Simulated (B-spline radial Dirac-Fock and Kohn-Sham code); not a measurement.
## Electron momentum distribution of Hf⁴⁵⁺: Compton profiles

System: hafnium as Hf⁴⁵⁺ in the configuration [Ar] 3d9.

The computed values come from a radial finite-basis atomic code: the impulse approximation on Dirac-Fock orbitals of the configuration average with a finite nucleus. pz is in atomic units of momentum; subshell profiles are per electron, for a selection of subshells; open shells are spread over both j values by their weights.

```csv
pz,J total,J 1s1/2,J 3p1/2,J 3d3/2,J 3d5/2
0,0.9536,0.0105,0.0468,0.0321,0.0327
0.62,0.9516,0.0105,0.0468,0.0321,0.0327
0.84,0.9499,0.0105,0.0468,0.0321,0.0327
1.1,0.9472,0.0105,0.0468,0.0321,0.0327
1.5,0.9418,0.0105,0.0467,0.0321,0.0327
2.1,0.9304,0.0105,0.0466,0.0321,0.0327
2.8,0.9125,0.0105,0.0462,0.0321,0.0327
3.9,0.8747,0.0104,0.0449,0.0320,0.0326
5.2,0.8161,0.0104,0.0418,0.0318,0.0323
7.1,0.7112,0.0103,0.0342,0.0306,0.0310
9.6,0.5615,0.0100,0.0219,0.0269,0.0272
13,0.3849,0.00967,0.00894,0.0194,0.0192
18,0.2197,0.00897,0.00240,0.00926,0.00892
24,0.1202,0.00798,0.00184,0.00321,0.00298
32,0.05986,0.00657,0.00148,0.000755,0.000671
```

J(0) = 0.9536. The 3p3/2 subshell gives the largest part, 21 %.

Mean momentum ⟨p⟩ by subshell (a.u.): 1s1/2 74.0, 2s1/2 26.5, 2p1/2 35.0, 2p3/2 31.2, 3s1/2 13.8, 3p1/2 16.4, 3p3/2 15.4, 3d3/2 18.4, 3d5/2 18.0.
